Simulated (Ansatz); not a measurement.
`N[SiH](F)F` + `BNB` → `BN[SiH](F)F` + `BN` at 298.15 K and 1 bar (redistribution).

Gas-phase electronic energies from Ansatz, PBE0-D4/def2-TZVP geometries. CBS: MP2 limit from def2 TZ/QZ plus the TZ coupled-cluster correction, frozen cores. This one scheme is used for every species. One conformer a species, not always the lowest.

```
      species  CCSD(T)/CBS energy (Eh)  H − E (kJ/mol)  S (J/(mol·K))
 `N[SiH](F)F`               -545.34917           123.9          306.8
        `BNB`               -107.34560           171.3          258.1
`BN[SiH](F)F`               -570.77155           160.8          335.9
         `BN`                -81.93499           137.2          228.1
```

H − E and S are ideal-gas, rigid-rotor, harmonic terms from PBE0-D4/def2-TZVP, for one conformer and one mirror image of each species. 1 Eh = 2625.50 kJ/mol, R = 8.31446 J/(mol·K).

**Question.** By hand: ΔE, ΔH, ΔS and ΔG.

**Answer.** ΔE = (-570.77155) + (-81.93499) − (-545.34917) − (-107.34560) = -0.01177 Eh = -30.9 kJ/mol. Δ(H − E) = 160.8 + 137.2 − 123.9 − 171.3 = 2.8, so ΔH = -28.1 kJ/mol. ΔS = 335.9 + 228.1 − 306.8 − 258.1 = -0.9 J/(mol·K). ΔG = -28.1 − 298.15 × (-0.9)/1000 = -27.8 kJ/mol.

**Question.** By hand: the equilibrium constant, and the temperature at which ΔG would vanish if ΔH and ΔS stayed fixed.

**Answer.** log₁₀ K = −ΔG/(RT ln 10) = 4.9. ΔG = 0 at ΔH/ΔS = 31222 K, far beyond where these terms or the molecules hold.

The number of gas molecules stays the same, so ΔS is small and ΔH decides. A doubt of 5 kJ/mol in ΔE shifts log₁₀ K by 0.9 here. Other conformers and mirror images would add mixing entropy, several J/(mol·K) or more a flexible species. Modes under 60 cm⁻¹, often nearly free rotors, make the harmonic entropy too high. These are equilibria of isolated gas molecules and say nothing of rates. Largest T1 diagnostic: 0.012 (customary marks: 0.02 for closed shells, 0.045 for open ones).
